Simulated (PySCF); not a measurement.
PySCF input file for CH5AlF2O2Si, SMILES [OH][Al]([OH])[CH2][SiH](F)F, B3LYP-D3(BJ)/def2-SVP. Coordinates come from a B3LYP-D3(BJ)/def2-SVP optimisation. The structure was generated by enumeration; whether it is a known compound was not checked. Other conformers were not sampled.

```python
import numpy as np
from pyscf import gto, scf, dft, df
from pyscf.hessian import thermo

mol = gto.M(
    atom='''
    Si    1.49898155    0.38962208    0.17177190
    F     1.79249657    1.56835127    1.23728372
    F     0.42877491   -0.64609373    1.01323047
    C     0.36127901    0.77504740   -1.19112516
    Al   -1.07064658   -0.39681293   -0.45446363
    O    -1.15686777   -1.95678885   -1.14427149
    O    -2.32480837    0.39538958    0.38726237
    H     2.73232359   -0.40244202    0.00402151
    H     0.72295432    0.44862628   -2.17765412
    H     0.06588625    1.83461430   -1.22659377
    H    -1.80176502   -2.64331398   -0.96041099
    H    -3.09244384    0.00696617    0.81205399
    ''',
    basis='def2-SVP',
    charge=0,
    spin=0,
    max_memory=1600,
    verbose=3,
)
mf = dft.RKS(mol, xc='b3lyp').density_fit(auxbasis='def2-universal-jkfit')
mf.disp = 'd3bj'
mf.grids.level = 3
mf.conv_tol = 1e-11
mf.max_cycle = 100
mf.kernel()

# analytic Hessian; the response equations are solved on a coarser grid
h, args, fine = mf.Hessian(), (mf.mo_energy, mf.mo_coeff, mf.mo_occ), mf.grids
h.max_memory = max(150, 2.5e-5 * df.make_auxmol(mol, mf.with_df.auxbasis).nao * mol.nelec[0] * (mol.nelec[0] + mol.nao))  # MB; small integral blocks
h1ao = h.make_h1(mf.mo_coeff, mf.mo_occ)
mf.grids = dft.Grids(mol).set(level=1).build(with_non0tab=True)
mo1, mo_e1 = h.solve_mo1(*args, h1ao)
mf.grids = fine
hess = h.hess_elec(*args, mo1, mo_e1, h1ao) + h.hess_nuc()
if mf.do_disp():
    hess += h.get_dispersion()
for i in range(mol.natm):  # the analytic DFT Hessian lacks the response of the grid: restore translational invariance
    hess[i, i] -= hess[i].sum(axis=0)
hess = (hess + hess.transpose(1, 0, 3, 2)) / 2
vib = thermo.harmonic_analysis(mol, hess, imaginary_freq=False)
thermo.dump_normal_mode(mol, vib)
th = thermo.thermo(mf, vib['freq_au'][vib['freq_au'] > 0], 298.15, 101325)
thermo.dump_thermo(mol, th)
g0 = mf.nuc_grad_method().set(verbose=0).kernel()

# dipole derivatives [dipole axis, atom, xyz] from the same response
r, irp = mol.intor('int1e_r'), mol.intor('int1e_irp').reshape(3, 3, mol.nao, mol.nao)
sl, dm0, ok = mol.aoslice_by_atom(), np.array(mf.make_rdm1()), []
dmu = np.einsum('a,xt->xat', mol.atom_charges(), np.eye(3))
for a, (_, _, p0, p1) in enumerate(sl):
    dmu[:, a] += 2 * np.einsum('xtij,ij->xt', irp[:, :, :, p0:p1], dm0.reshape(-1, mol.nao, mol.nao).sum(0)[:, p0:p1])
    for u, c, occ, f in [(mo1, mf.mo_coeff, mf.mo_occ, 4)]:
        dmu[:, a] -= f * np.einsum('tui,xuv,vi->xt', u[a], r, c[:, occ > 0], optimize=True)
L = vib['norm_mode']
ir = 974.8801 * (np.einsum('xat,kat->kx', dmu, L) ** 2).sum(1)       # km/mol
apt = np.einsum('xax->a', dmu) / 3
print('mode   freq/cm-1   IR/(km/mol)')
for k, w in enumerate(vib['freq_wavenumber']):
    print(f'{k + 1:4d} {w:11.2f} {ir[k]:13.3f}')
print('max |gradient| / (hartree/bohr):', abs(g0).max())
print('APT charges:', apt.round(4))
```

It prints:

```
converged SCF energy = -923.016998062196

WARN: DFTD3 does not support analytical Hessian, using finite difference


WARN: Mole.unit (angstrom) is changed to Bohr

Mode                                 0                   1                   2
Irrep
Freq [cm^-1]                       49.1833            122.7677            154.8962
Reduced mass [au]                   7.0414              7.4408              6.7603
Force const [Dyne/A]                0.0100              0.0661              0.0956
Char temp [K]                      70.7639            176.6354            222.8611
Normal mode                   x     y     z       x     y     z       x     y     z
       0  Si                 0.01  0.01  0.01    0.00 -0.02  0.04   -0.02 -0.02 -0.03
       1   F                -0.13  0.04  0.02    0.02  0.06 -0.07   -0.06 -0.04 -0.01
       2   F                 0.05 -0.06 -0.04   -0.02  0.04  0.08   -0.11  0.02 -0.05
       3   C                 0.04 -0.05 -0.03    0.03 -0.06 -0.00    0.02 -0.01 -0.05
       4  Al                 0.02 -0.01 -0.00   -0.01  0.00 -0.01    0.03  0.02  0.05
       5   O                -0.08  0.00 -0.01   -0.03  0.05 -0.13    0.11  0.04  0.00
       6   O                 0.09  0.05  0.05    0.01 -0.07  0.08    0.04  0.01  0.07
       7   H                 0.07  0.10  0.08   -0.01 -0.06  0.10   -0.05 -0.09  0.06
       8   H                 0.06 -0.12 -0.00    0.03 -0.14  0.02   -0.01 -0.09 -0.04
       9   H                 0.06 -0.05 -0.11    0.10 -0.05 -0.07    0.08  0.01 -0.10
      10   H                -0.10  0.03  0.02    0.08 -0.03 -0.01    0.22 -0.05  0.07
      11   H                 0.08  0.09  0.07   -0.08 -0.07 -0.09   -0.02  0.02 -0.03
Mode                                 3                   4                   5
Irrep
Freq [cm^-1]                      163.7230            169.6146            204.7242
Reduced mass [au]                   8.4397              1.0899              3.2864
Force const [Dyne/A]                0.1333              0.0185              0.0812
Char temp [K]                     235.5609            244.0377            294.5526
Normal mode                   x     y     z       x     y     z       x     y     z
       0  Si                -0.03  0.05  0.00   -0.01 -0.01  0.00    0.05  0.03 -0.02
       1   F                 0.06 -0.02  0.05    0.00  0.01 -0.02    0.01 -0.00  0.03
       2   F                -0.08  0.07 -0.01   -0.04  0.02  0.01   -0.03  0.02 -0.06
       3   C                -0.02  0.02 -0.01    0.01 -0.01 -0.01    0.05 -0.02 -0.02
       4  Al                 0.04 -0.07 -0.02    0.01 -0.01  0.01    0.04 -0.01  0.07
       5   O                -0.07 -0.06 -0.03    0.03 -0.00 -0.00   -0.08  0.02  0.01
       6   O                 0.11  0.00  0.02   -0.00 -0.01 -0.01   -0.08 -0.07 -0.03
       7   H                -0.07 -0.02 -0.03   -0.02 -0.04  0.04    0.04  0.00  0.06
       8   H                 0.06  0.13 -0.02    0.01 -0.01 -0.01    0.02 -0.12  0.00
       9   H                -0.15 -0.01  0.05    0.02 -0.01 -0.01    0.07 -0.02 -0.12
      10   H                -0.06 -0.05  0.06   -0.36  0.23 -0.50   -0.26  0.15 -0.13
      11   H                 0.04  0.07 -0.05    0.36 -0.08  0.59   -0.18 -0.14 -0.27
Mode                                 6                   7                   8
Irrep
Freq [cm^-1]                      235.5469            264.9420            287.1529
Reduced mass [au]                   3.7860              2.3553              1.7037
Force const [Dyne/A]                0.1238              0.0974              0.0828
Char temp [K]                     338.8996            381.1926            413.1491
Normal mode                   x     y     z       x     y     z       x     y     z
       0  Si                 0.01  0.00  0.01   -0.01  0.05 -0.02   -0.03  0.02  0.02
       1   F                 0.01 -0.02  0.04    0.04 -0.04  0.08    0.04  0.00  0.02
       2   F                -0.01  0.03 -0.03    0.04  0.02  0.01    0.01 -0.02 -0.02
       3   C                 0.05  0.00 -0.05   -0.02 -0.08 -0.05   -0.02 -0.03 -0.02
       4  Al                -0.02  0.06 -0.09   -0.03 -0.02  0.03   -0.05  0.01 -0.03
       5   O                -0.02 -0.02  0.08    0.01  0.02 -0.06    0.07 -0.03  0.04
       6   O                -0.01 -0.08  0.06   -0.04  0.04 -0.03    0.03  0.02  0.07
       7   H                 0.01  0.02 -0.00   -0.00  0.08 -0.09   -0.02  0.05 -0.04
       8   H                 0.11 -0.07 -0.01    0.03 -0.33  0.04    0.04 -0.17  0.04
       9   H                 0.12  0.02 -0.15   -0.01 -0.09 -0.33    0.01 -0.03 -0.18
      10   H                 0.01 -0.00  0.27    0.20 -0.12  0.08   -0.23  0.12 -0.45
      11   H                 0.12 -0.23  0.17    0.10  0.07  0.25   -0.26  0.11 -0.37
Mode                                 9                  10                  11
Irrep
Freq [cm^-1]                      305.0326            392.0212            486.9432
[...]
Freq [cm^-1]                      816.1071            848.5354            881.3199
Reduced mass [au]                   2.2949              2.1244              1.7524
Force const [Dyne/A]                0.9005              0.9012              0.8019
Char temp [K]                    1174.1964           1220.8535           1268.0230
Normal mode                   x     y     z       x     y     z       x     y     z
       0  Si                -0.03 -0.00  0.02   -0.01  0.08 -0.05   -0.02 -0.03 -0.04
       1   F                 0.01 -0.03 -0.02   -0.01 -0.04 -0.02    0.01  0.09  0.08
       2   F                -0.00  0.01 -0.00    0.01 -0.02  0.01    0.00  0.00 -0.01
       3   C                -0.01 -0.01 -0.01    0.07 -0.05  0.10   -0.00 -0.06  0.01
       4  Al                 0.08  0.05 -0.01    0.01  0.02 -0.03    0.01  0.03  0.01
       5   O                -0.02 -0.10 -0.03   -0.00 -0.02 -0.00   -0.01 -0.04 -0.01
       6   O                -0.07  0.03  0.04   -0.02  0.00  0.02    0.01 -0.00 -0.01
       7   H                 0.25  0.43  0.05   -0.24 -0.37  0.41   -0.20 -0.23 -0.36
       8   H                -0.19 -0.04 -0.06   -0.16 -0.10  0.04   -0.15 -0.00 -0.06
       9   H                 0.14  0.04  0.08   -0.05 -0.09  0.15    0.48  0.09  0.24
      10   H                 0.04 -0.19 -0.12    0.02 -0.05 -0.03    0.01 -0.06 -0.03
      11   H                -0.10  0.14  0.08   -0.03  0.05  0.04    0.01  0.00 -0.00
Mode                                21                  22                  23
Irrep
Freq [cm^-1]                      901.8745            935.7271            976.9626
Reduced mass [au]                   1.5276              7.3409              2.7349
Force const [Dyne/A]                0.7321              3.7870              1.5380
Char temp [K]                    1297.5966           1346.3030           1405.6317
Normal mode                   x     y     z       x     y     z       x     y     z
       0  Si                -0.02 -0.01  0.02    0.01  0.01  0.01    0.04  0.07  0.08
       1   F                 0.01  0.01 -0.00   -0.00 -0.01 -0.01   -0.02 -0.07 -0.07
       2   F                -0.00  0.01 -0.01    0.00 -0.00 -0.00   -0.00 -0.01 -0.00
       3   C                 0.15  0.03  0.01   -0.01 -0.01 -0.01   -0.04 -0.03 -0.06
       4  Al                -0.04 -0.01  0.01   -0.05  0.10  0.07   -0.00 -0.01  0.00
       5   O                 0.00  0.00  0.00   -0.01 -0.10 -0.04    0.00  0.01  0.00
       6   O                 0.03 -0.01 -0.02    0.09 -0.05 -0.06    0.01 -0.00 -0.01
       7   H                 0.04  0.15 -0.24   -0.00 -0.02  0.07   -0.18 -0.18 -0.33
       8   H                -0.62 -0.19 -0.19    0.16  0.07  0.03   -0.17  0.08 -0.14
       9   H                -0.27 -0.08  0.04   -0.13 -0.04 -0.03    0.30  0.08  0.10
      10   H                -0.00  0.01  0.03   -0.00 -0.12 -0.06   -0.00  0.01  0.00
      11   H                 0.05 -0.05 -0.02    0.10 -0.08 -0.07    0.01 -0.00 -0.01
Mode                                24                  25                  26
Irrep
Freq [cm^-1]                     1358.3492           2310.7392           3082.1261
Reduced mass [au]                   1.1145              1.0434              1.0590
Force const [Dyne/A]                1.2116              3.2825              5.9272
Char temp [K]                    1954.3621           3324.6393           4434.4932
Normal mode                   x     y     z       x     y     z       x     y     z
       0  Si                -0.01 -0.00 -0.01   -0.03  0.02  0.00    0.00 -0.00  0.00
       1   F                 0.00  0.00  0.00   -0.00 -0.00 -0.00    0.00 -0.00 -0.00
       2   F                -0.00 -0.00  0.00   -0.00 -0.00 -0.00   -0.00  0.00 -0.00
       3   C                 0.01 -0.05  0.08    0.00 -0.00  0.00    0.00  0.04 -0.05
       4  Al                 0.00  0.00  0.00    0.00  0.00  0.00   -0.00 -0.00  0.00
       5   O                 0.00 -0.00 -0.00    0.00 -0.00 -0.00   -0.00 -0.00 -0.00
       6   O                -0.00  0.00  0.00   -0.00 -0.00  0.00   -0.00 -0.00 -0.00
       7   H                -0.01  0.01  0.00    0.82 -0.53 -0.11   -0.00  0.00  0.00
       8   H                -0.18  0.60 -0.22   -0.00  0.00  0.00   -0.22  0.21  0.61
       9   H                 0.12 -0.03 -0.65   -0.00 -0.00 -0.00    0.19 -0.66  0.01
      10   H                 0.00 -0.00 -0.00   -0.00 -0.00  0.00   -0.00 -0.00  0.00
      11   H                -0.00  0.00  0.00   -0.00 -0.00  0.00   -0.00 -0.00  0.00
Mode                                27                  28                  29
Irrep
Freq [cm^-1]                     3152.5270           3942.9309           3947.2465
Reduced mass [au]                   1.1059              1.0682              1.0682
Force const [Dyne/A]                6.4759              9.7849              9.8061
Char temp [K]                    4535.7845           5672.9997           5679.2089
Normal mode                   x     y     z       x     y     z       x     y     z
       0  Si                -0.00  0.00  0.00    0.00  0.00 -0.00   -0.00 -0.00  0.00
       1   F                -0.00 -0.00 -0.00   -0.00 -0.00 -0.00    0.00  0.00  0.00
       2   F                -0.00  0.00  0.00   -0.00 -0.00 -0.00    0.00  0.00  0.00
       3   C                -0.03  0.07  0.05   -0.00  0.00  0.00    0.00  0.00 -0.00
       4  Al                -0.00  0.00  0.00    0.00 -0.00 -0.00    0.00 -0.00 -0.00
       5   O                -0.00 -0.00 -0.00    0.04  0.04 -0.01   -0.01 -0.01  0.00
       6   O                 0.00 -0.00 -0.00   -0.01 -0.01  0.01   -0.05 -0.02  0.03
       7   H                 0.00 -0.00 -0.00   -0.00 -0.00  0.00    0.00  0.00 -0.00
       8   H                 0.22 -0.19 -0.61   -0.00 -0.00 -0.00   -0.00 -0.00 -0.00
       9   H                 0.18 -0.64  0.03    0.00 -0.00  0.00    0.00 -0.00 -0.00
      10   H                 0.00  0.00 -0.00   -0.61 -0.67  0.17    0.18  0.20 -0.05
      11   H                -0.00 -0.00  0.00    0.22  0.11 -0.12    0.75  0.36 -0.41
temperature 298.1500 [K]
pressure 101325.00 [Pa]
Rotational constants [GHz] 3.09040 1.15907 1.06542
Symmetry number 1
Zero-point energy (ZPE) 0.06833 [Eh]   179413.094 [J/mol]
                           tot       elec      trans        rot        vib
Entropy [J/mol/K]       411.092      0.000    170.563    120.594    119.934
Cv [J/mol/K]            149.052      0.000     12.472     12.472    124.109
Cp [J/mol/K]            157.367      0.000     20.786     12.472    124.109
Internal energy [J/mol]                      3718.434   3718.434 198986.393
Internal energy [Eh]   -922.93838  -923.01700
Enthalpy [J/mol]                             6197.391   3718.434 198986.393
Enthalpy [Eh]          -922.93743
Gibbs free energy [J/mol]                  -44656.034 -32236.794 163227.967
Gibbs free energy [Eh] -922.98411
mode   freq/cm-1   IR/(km/mol)
   1       49.18         0.499
   2      122.77         3.233
   3      154.90         6.684
   4      163.72         0.702
   5      169.61         4.190
   6      204.72        17.861
   7      235.55         9.498
   8      264.94        22.812
   9      287.15       276.955
  10      305.03        50.953
  11      392.02         5.519
  12      486.94       298.317
  13      567.21        12.704
  14      587.72         9.550
  15      618.41        57.349
  16      713.55        92.247
  17      724.00        13.614
  18      793.64        80.549
  19      816.11        47.090
  20      848.54       195.293
  21      881.32         8.062
  22      901.87       185.630
  23      935.73       148.026
  24      976.96       249.165
  25     1358.35        23.888
  26     2310.74       117.374
  27     3082.13         1.667
  28     3152.53         0.695
  29     3942.93        50.490
  30     3947.25       100.753
max |gradient| / (hartree/bohr): 0.00016124820959126672
APT charges: [ 1.7608 -0.6225 -0.7339 -0.7524  1.641  -0.893  -0.8961 -0.2568  0.0785
  0.074   0.299   0.3012]
```

Self-consistency was reached.
